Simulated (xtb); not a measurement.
C₃H₁₀OSi₂, SMILES C=C([SiH3])C[SiH2]O. All values are semi-empirical tight-binding results from xtb (GFN2-xTB unless named), good for trends rather than for accurate numbers. The structure is a stationary point at GFN2-xTB. This is a generated structure with no PubChem entry under its InChIKey; it may be hypothetical. One conformer was computed; it need not be the lowest.

```json
{
  "orbital_gap": "4.22 eV",
  "dipole_moment": "1.65 D",
  "zero_point_energy": "70.6 kcal/mol",
  "G − E(el) at 298.15 K (modified RRHO)": "48.7 kcal/mol",
  "static polarisability (D4 model)": "100.0 bohr³",
  "solvation energy, GFN2-xTB/ALPB(water)": "-3.5 kcal/mol",
  "solvation energy, GFN2-xTB/ALPB(dmso)": "-8.7 kcal/mol"
}
```
